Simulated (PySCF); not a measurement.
FHSeTe. Atoms are numbered in the order given.

```xyz
4

Te     0.4077     0.2861     0.7323
F      1.5668     1.3274    -0.3887
Se    -1.0323    -0.7325    -0.9805
H     -0.2016    -1.9213    -1.2456
```

Geometry: PBE0-D3(BJ)/def2-TZVP. The def2 effective core potentials stand for the cores of Te; spin–orbit coupling is left out. The values are those of a single conformer.

All values below come from TDA-ωB97X/def2-SVPD run with PySCF.

Vertical excitations. 

Estimate the UV-visible absorptions. (An estimate is asked for; the answer gives what the named calculation found.)


| state | energy (eV) | λ (nm) | f | main pairs |
|---|---|---|---|---|
| S1 | 2.97 | 417 | 0.001 | HOMO→LUMO 97 % |
| S2 | 3.66 | 339 | 0.001 | HOMO→LUMO+1 94 % |
| S3 | 4.79 | 259 | 0.004 | HOMO−1→LUMO+1 88 % |
| S4 | 5.33 | 233 | 0.013 | HOMO−1→LUMO 80 %, HOMO−2→LUMO+1 13 % |
| S5 | 5.78 | 214 | 0.048 | HOMO→LUMO+2 87 % |
| S6 | 5.93 | 209 | 0.007 | HOMO−2→LUMO 84 % |
| S7 | 6.17 | 201 | 0.023 | HOMO−1→LUMO+2 77 % |
| S8 | 6.79 | 183 | 0.087 | HOMO→LUMO+3 54 %, HOMO→LUMO+8 15 %, HOMO→LUMO+4 11 % |
| S9 | 7.21 | 172 | 0.505 | HOMO→LUMO+4 41 %, HOMO−2→LUMO+1 30 %, HOMO→LUMO+5 6 % |
| S10 | 7.37 | 168 | 0.025 | HOMO→LUMO+4 30 %, HOMO→LUMO+3 23 %, HOMO−2→LUMO+1 11 %, HOMO→LUMO+8 10 % |
| T1 | 2.23 | 557 | 0 | HOMO→LUMO 93 % |
| T2 | 2.95 | 421 | 0 | HOMO→LUMO+1 90 % |
| T3 | 4.20 | 295 | 0 | HOMO−1→LUMO+1 90 % |
| T4 | 4.70 | 264 | 0 | HOMO−1→LUMO 87 % |
Triplets are in the Tamm–Dancoff approximation.
